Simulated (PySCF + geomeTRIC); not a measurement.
Computed with PySCF + geomeTRIC with TPSS-D3(BJ)/def2-SVP. fastk is a local helper that only speeds up exchange builds. No frequencies were computed at this level.

```python
import json, numpy as np
from pyscf import gto, dft
from fastk import lowrank_exchange
atoms = """
Ti    -0.065370    -0.035419     0.253629
O     -0.991112     0.067515    -1.214353
H     -1.936683     0.241469    -1.256476
O      0.842589    -1.495705     0.376995
H      1.017795    -2.303104    -0.111480
O     -1.116727     0.327418     1.592350
H     -0.920183     0.416335     2.529132
N      1.198979     1.342445     0.229361
H      2.136911     1.143402    -0.119763
H      0.923407     2.257143    -0.130670
"""
def scf(charge, spin, dm0=None):
    mol = gto.M(atom=atoms, basis='def2-svp', ecp={}, charge=charge, spin=spin, verbose=3, max_memory=10080)
    mf = dft.KS(mol, xc='tpss').density_fit(auxbasis="def2-universal-jkfit")
    mf.disp = 'd3bj'
    mf.grids.level = 3
    mf.conv_tol = 1e-8
    mf.max_cycle = 120
    mf.level_shift = 0.25
    mf.kernel(dm0)
    if not mf.converged:
        mf = mf.newton().run(mf.mo_coeff, mf.mo_occ).undo_soscf()
    return mf
mf = scf(0, 0)
from pyscf.geomopt.geometric_solver import kernel as optimize
path = []
done, mol = optimize(mf, maxsteps=120, assert_convergence=False, callback=lambda env: path.append((env["energy"], bool(env["g_scanner"].converged))))
res = dict(converged=bool(done and path[-1][1]), energy=path[-1][0], path=[e for e, c in path], xyz=mol.atom_coords(unit="Angstrom").tolist(), nao=mol.nao)
json.dump(res, open("result.json", "w"))
```

Output:

```
converged SCF energy = -1132.83857512526
Geometry optimization cycle 1
converged SCF energy = -1132.8385751221
cycle 1: E = -1132.83857512  dE = -1132.84  norm(grad) = 0.0813778
Geometry optimization cycle 2
converged SCF energy = -1132.84921265301
cycle 2: E = -1132.84921265  dE = -0.0106375  norm(grad) = 0.0162932
Geometry optimization cycle 3
converged SCF energy = -1132.84987896107
cycle 3: E = -1132.84987896  dE = -0.000666308  norm(grad) = 0.0066675
Geometry optimization cycle 4
converged SCF energy = -1132.85028414247
cycle 4: E = -1132.85028414  dE = -0.000405181  norm(grad) = 0.00646897
Geometry optimization cycle 5
converged SCF energy = -1132.85066221476
cycle 5: E = -1132.85066221  dE = -0.000378072  norm(grad) = 0.00810258
Geometry optimization cycle 6
converged SCF energy = -1132.85104199533
cycle 6: E = -1132.851042  dE = -0.000379781  norm(grad) = 0.00676762
Geometry optimization cycle 7
converged SCF energy = -1132.85125102424
cycle 7: E = -1132.85125102  dE = -0.000209029  norm(grad) = 0.00368001
Geometry optimization cycle 8
converged SCF energy = -1132.8514072426
cycle 8: E = -1132.85140724  dE = -0.000156218  norm(grad) = 0.00305698
Geometry optimization cycle 9
converged SCF energy = -1132.85153024213
cycle 9: E = -1132.85153024  dE = -0.000123  norm(grad) = 0.00444775
Geometry optimization cycle 10
converged SCF energy = -1132.85174885206
cycle 10: E = -1132.85174885  dE = -0.00021861  norm(grad) = 0.00611267
Geometry optimization cycle 11
converged SCF energy = -1132.85200497614
cycle 11: E = -1132.85200498  dE = -0.000256124  norm(grad) = 0.00663941
Geometry optimization cycle 12
converged SCF energy = -1132.85227032291
cycle 12: E = -1132.85227032  dE = -0.000265347  norm(grad) = 0.0056555
Geometry optimization cycle 13
converged SCF energy = -1132.85249720094
cycle 13: E = -1132.8524972  dE = -0.000226878  norm(grad) = 0.00383512
Geometry optimization cycle 14
converged SCF energy = -1132.85260023149
cycle 14: E = -1132.85260023  dE = -0.000103031  norm(grad) = 0.00318955
Geometry optimization cycle 15
converged SCF energy = -1132.85275084223
cycle 15: E = -1132.85275084  dE = -0.000150611  norm(grad) = 0.00327672
Geometry optimization cycle 16
converged SCF energy = -1132.85290601173
cycle 16: E = -1132.85290601  dE = -0.00015517  norm(grad) = 0.00411703
Geometry optimization cycle 17
converged SCF energy = -1132.85301407883
cycle 17: E = -1132.85301408  dE = -0.000108067  norm(grad) = 0.00327978
Geometry optimization cycle 18
converged SCF energy = -1132.85306466304
cycle 18: E = -1132.85306466  dE = -5.05842e-05  norm(grad) = 0.00131791
Geometry optimization cycle 19
converged SCF energy = -1132.8530711448
cycle 19: E = -1132.85307114  dE = -6.48176e-06  norm(grad) = 0.00056062
Geometry optimization cycle 20
converged SCF energy = -1132.85307315004
cycle 20: E = -1132.85307315  dE = -2.00524e-06  norm(grad) = 0.000521413
Geometry optimization cycle 21
converged SCF energy = -1132.85307389098
cycle 21: E = -1132.85307389  dE = -7.40942e-07  norm(grad) = 0.00101477
Geometry optimization cycle 22
converged SCF energy = -1132.85307617184
cycle 22: E = -1132.85307617  dE = -2.28086e-06  norm(grad) = 0.000878532
Geometry optimization cycle 23
converged SCF energy = -1132.85307971557
cycle 23: E = -1132.85307972  dE = -3.54373e-06  norm(grad) = 0.000395502
Geometry optimization cycle 24
converged SCF energy = -1132.8530808216
cycle 24: E = -1132.85308082  dE = -1.10604e-06  norm(grad) = 0.000417952
Geometry optimization cycle 25
converged SCF energy = -1132.85308169542
cycle 25: E = -1132.8530817  dE = -8.7382e-07  norm(grad) = 0.000353623
Geometry optimization cycle 26
converged SCF energy = -1132.8530827291
cycle 26: E = -1132.85308273  dE = -1.03368e-06  norm(grad) = 0.000183325
Geometry optimization cycle 27
converged SCF energy = -1132.8530830406
cycle 27: E = -1132.85308304  dE = -3.11504e-07  norm(grad) = 0.000140165
<class 'geometric.internal.Distance'> : 9
<class 'geometric.internal.Angle'> : 12
<class 'geometric.internal.Dihedral'> : 15
<class 'geometric.internal.TranslationX'> : 1
<class 'geometric.internal.TranslationY'> : 1
<class 'geometric.internal.TranslationZ'> : 1
<class 'geometric.internal.RotationA'> : 1
<class 'geometric.internal.RotationB'> : 1
<class 'geometric.internal.RotationC'> : 1
Step    0 : Gradient = 2.573e-02/4.353e-02 (rms/max) Energy = -1132.8385751221
Step    1 : Displace = 8.466e-02/1.166e-01 (rms/max) Trust = 1.000e-01 (=) Grad = 5.152e-03/9.320e-03 (rms/max) E (change) = -1132.8492126530 (-1.064e-02) Quality = 0.785
Step    2 : Displace = 1.583e-02/2.285e-02 (rms/max) Trust = 1.414e-01 (+) Grad = 2.108e-03/4.467e-03 (rms/max) E (change) = -1132.8498789611 (-6.663e-04) Quality = 1.415
Step    3 : Displace = 2.357e-02/3.821e-02 (rms/max) Trust = 2.000e-01 (+) Grad = 2.046e-03/3.685e-03 (rms/max) E (change) = -1132.8502841425 (-4.052e-04) Quality = 1.414
Step    4 : Displace = 3.261e-02/6.190e-02 (rms/max) Trust = 2.828e-01 (+) Grad = 2.562e-03/4.825e-03 (rms/max) E (change) = -1132.8506622148 (-3.781e-04) Quality = 1.479
Step    5 : Displace = 4.514e-02/9.694e-02 (rms/max) Trust = 3.000e-01 (+) Grad = 2.140e-03/3.705e-03 (rms/max) E (change) = -1132.8510419953 (-3.798e-04) Quality = 1.292
Step    6 : Displace = 2.882e-02/6.846e-02 (rms/max) Trust = 3.000e-01 (=) Grad = 1.164e-03/2.241e-03 (rms/max) E (change) = -1132.8512510242 (-2.090e-04) Quality = 1.364
Step    7 : Displace = 2.652e-02/6.037e-02 (rms/max) Trust = 3.000e-01 (=) Grad = 9.667e-04/1.657e-03 (rms/max) E (change) = -1132.8514072426 (-1.562e-04) Quality = 1.328
Step    8 : Displace = 2.633e-02/5.786e-02 (rms/max) Trust = 3.000e-01 (=) Grad = 1.407e-03/2.380e-03 (rms/max) E (change) = -1132.8515302421 (-1.230e-04) Quality = 1.498
Step    9 : Displace = 5.146e-02/1.093e-01 (rms/max) Trust = 3.000e-01 (=) Grad = 1.933e-03/3.264e-03 (rms/max) E (change) = -1132.8517488521 (-2.186e-04) Quality = 1.428
Step   10 : Displace = 5.851e-02/1.082e-01 (rms/max) Trust = 3.000e-01 (=) Grad = 2.100e-03/3.883e-03 (rms/max) E (change) = -1132.8520049761 (-2.561e-04) Quality = 1.419
Step   11 : Displace = 4.102e-02/8.500e-02 (rms/max) Trust = 3.000e-01 (=) Grad = 1.788e-03/3.003e-03 (rms/max) E (change) = -1132.8522703229 (-2.653e-04) Quality = 1.481
Step   12 : Displace = 3.069e-02/5.055e-02 (rms/max) Trust = 3.000e-01 (=) Grad = 1.213e-03/2.196e-03 (rms/max) E (change) = -1132.8524972009 (-2.269e-04) Quality = 1.273
Step   13 : Displace = 1.359e-02/2.490e-02 (rms/max) Trust = 3.000e-01 (=) Grad = 1.009e-03/1.720e-03 (rms/max) E (change) = -1132.8526002315 (-1.030e-04) Quality = 1.477
Step   14 : Displace = 2.510e-02/5.392e-02 (rms/max) Trust = 3.000e-01 (=) Grad = 1.036e-03/1.901e-03 (rms/max) E (change) = -1132.8527508422 (-1.506e-04) Quality = 1.389
Step   15 : Displace = 3.603e-02/8.153e-02 (rms/max) Trust = 3.000e-01 (=) Grad = 1.302e-03/2.225e-03 (rms/max) E (change) = -1132.8529060117 (-1.552e-04) Quality = 1.258
Step   16 : Displace = 2.696e-02/5.525e-02 (rms/max) Trust = 3.000e-01 (=) Grad = 1.037e-03/1.667e-03 (rms/max) E (change) = -1132.8530140788 (-1.081e-04) Quality = 1.208
Step   17 : Displace = 1.268e-02/2.182e-02 (rms/max) Trust = 3.000e-01 (=) Grad = 4.168e-04/6.402e-04 (rms/max) E (change) = -1132.8530646630 (-5.058e-05) Quality = 1.072
Step   18 : Displace = 4.204e-03/7.450e-03 (rms/max) Trust = 3.000e-01 (=) Grad = 1.773e-04/2.960e-04 (rms/max) E (change) = -1132.8530711448 (-6.482e-06) Quality = 0.940
Step   19 : Displace = 2.073e-03/3.483e-03 (rms/max) Trust = 3.000e-01 (=) Grad = 1.649e-04/2.590e-04 (rms/max) E (change) = -1132.8530731500 (-2.005e-06) Quality = 0.542
Step   20 : Displace = 4.672e-03/9.923e-03 (rms/max) Trust = 3.000e-01 (=) Grad = 3.209e-04/5.027e-04 (rms/max) E (change) = -1132.8530738910 (-7.409e-07) Quality = 0.104
Step   21 : Displace = 2.555e-03/4.232e-03 (rms/max) Trust = 2.336e-03 (-) Grad = 2.778e-04/4.507e-04 (rms/max) E (change) = -1132.8530761718 (-2.281e-06) Quality = 0.430
Step   22 : Displace = 2.509e-03/4.106e-03 (rms/max) Trust = 2.336e-03 (=) Grad = 1.251e-04/2.299e-04 (rms/max) E (change) = -1132.8530797156 (-3.544e-06) Quality = 0.533
Step   23 : Displace = 2.251e-03/3.656e-03 (rms/max) Trust = 2.336e-03 (=) Grad = 1.322e-04/2.928e-04 (rms/max) E (change) = -1132.8530808216 (-1.106e-06) Quality = 0.190
Step   24 : Displace = 1.035e-03/1.829e-03 (rms/max) Trust = 1.125e-03 (-) Grad = 1.118e-04/2.327e-04 (rms/max) E (change) = -1132.8530816954 (-8.738e-07) Quality = 0.256
Step   25 : Displace = 1.209e-03/1.808e-03 (rms/max) Trust = 1.125e-03 (=) Grad = 5.797e-05/1.035e-04 (rms/max) E (change) = -1132.8530827291 (-1.034e-06) Quality = 0.238
Step   26 : Displace = 5.631e-04/8.863e-04 (rms/max) Trust = 5.626e-04 (-) Grad = 4.641e-05/6.766e-05 (rms/max) E (change) = -1132.8530830406 (-3.115e-07) Quality = 0.250
Converged! =D
```

Cost: about 13 core-minutes (a rough figure).
